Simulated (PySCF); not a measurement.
# Relaxation of triplet IrF3

Method: PySCF, UPBE0, basis Ir def2-SVP with ECP60, F def2-SVP (scalar-relativistic core potentials, no spin–orbit coupling, density fitting). A (50,194) grid was used.

A start displaced from a saddle point along its imaginary mode, of Cs symmetry, held to at least that symmetry:

Coordinates in bohr (charge 0 multiplicity 3):
```
Ir   -0.1082   -0.0495    0.0000
F     3.3255    0.4732   -0.0004
F    -0.8812    3.4369    0.0001
F    -1.3448   -3.4075    0.0001
```

Problem. What does it relax to?

Solution. It ends at C2v with Ir–F 1.850 Å (×2), Ir–F 1.880 Å; F–Ir–F 92.5°, F–Ir–F 133.7° (×2) (after a last refinement on a finer grid). The frequency run here used a shortcut that can spoil soft modes, so no verdict on minimum or saddle point is given.

Problem. How much energy is released, and in how many steps?

Solution. 7.2 kJ/mol in 6 steps.

Open d and f shells are described by one determinant, and the ground state may have another occupation or spin. No spin–orbit coupling is included, which matters more the heavier the element.
